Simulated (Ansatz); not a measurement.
Harmonic frequencies (cm⁻¹) at PBE0-D4/def2-TZVP from Ansatz: 79, 246, 392, 537, 560, 657, 719, 807, 860, 898, 975, 1022, 1037, 1127, 1164, 1211, 1324, 1370, 1499, 2226, 2232, 3054, 3098, 3115.

**Question.** Which molecule is it?
A. `N=CNBCl`
B. `NC(N)=C=S`
C. `C=C(N)Br`
D. `FC1CO[SiH2]1`

**Answer.** D.
